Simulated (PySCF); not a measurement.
A side-by-side comparison of computed properties.

First species: C5H7F3O.
SMILES: `[C@H](C=O)(CC)C(F)(F)F`

Second species: C5H8O2Si.
Cartesian coordinates in Å at the GFN2-xTB level; atoms count from 1:
```xyz
16
C5H8O2Si angstrom
C      3.7455   -0.5517    0.3559
C      2.4043   -0.0880    0.0859
C      1.2832    0.2949   -0.1331
Si    -0.4108    0.9105   -0.5114
O     -1.3992   -0.2347   -1.1588
C     -2.3867   -0.6388   -0.2589
C     -2.4599    0.4107    0.8712
O     -1.2558    1.1152    0.8852
H      4.0766   -0.1856    1.3274
H      3.7695   -1.6411    0.3583
H      4.4250   -0.1849   -0.4129
H     -0.4571    2.0899   -1.3599
H     -2.1169   -1.6205    0.1463
H     -3.3387   -0.7219   -0.7898
H     -2.6072   -0.0596    1.8466
H     -3.2795    1.1145    0.6884
```

Levels: PBE0/def2-SVPD for HOMO energy, LUMO energy, HOMO–LUMO gap and static isotropic polarisability; TDDFT PBE0/def2-SVPD for lowest singlet excitation; TDA PBE0/def2-SVPD for lowest triplet excitation (Tamm–Dancoff). Geometries: GFN2-xTB. All species are isolated and taken at one optimised geometry, non-relativistic unless stated. Electronic properties by PySCF.

The conformers computed, where there is a choice (atom-mapped SMILES and torsion angles):
- `[CH3:1][CH2:2][C@H:3]([CH:4]=[O:5])[C:6]([F:7])([F:8])[F:9]`: C1–C2–C3–C4 -74°, C2–C3–C4–O5 4°, C2–C3–C6–F7 -59°

The conformers of `CC#C[SiH]1OCCO1` aren't listed.

| property | column X | column Y |
| --- | --- | --- |
| HOMO energy | -7.71 eV | -8.09 eV |
| LUMO energy | -0.19 eV | -1.43 eV |
| HOMO–LUMO gap | 7.52 eV | 6.66 eV |
| lowest singlet excitation | 5.87 eV | 4.27 eV |
| lowest triplet excitation (Tamm–Dancoff) | 4.89 eV | 3.61 eV |
| static isotropic polarisability | 87.0 au | 64.7 au |

(1) Which column belongs to which species?

(2) How does each property change from the first species to the second?

## Answers

(1) Column X is the second species and column Y the first. The first has 16 atoms and 72 electrons, the second 16 and 68.

(2) HOMO energy +0.38 eV; LUMO energy +1.24 eV; HOMO–LUMO gap +0.86 eV; lowest singlet excitation +1.60 eV; lowest triplet excitation (Tamm–Dancoff) +1.28 eV; static isotropic polarisability +22.3 au.

On the first: No computed singlet falls in the visible range (750 to 380 nm, 1.65 to 3.26 eV); S1 lies 1.01 eV above its blue end. The principal polarisabilities are 56.7, 65.7 and 71.7 au; their mean is the isotropic value.

On the second: The vertical singlet–triplet gap S1 − T1 is 0.98 eV (TDDFT singlet less Tamm–Dancoff triplet; S1: HOMO−1→LUMO, weight 0.76; T1: HOMO−2→LUMO, weight 0.29, beside HOMO→LUMO, weight 0.27). The polarisability is 12.90 Å³ as a volume (1 au = 0.148185 Å³), or 1.28 au for each of the 68 electrons.
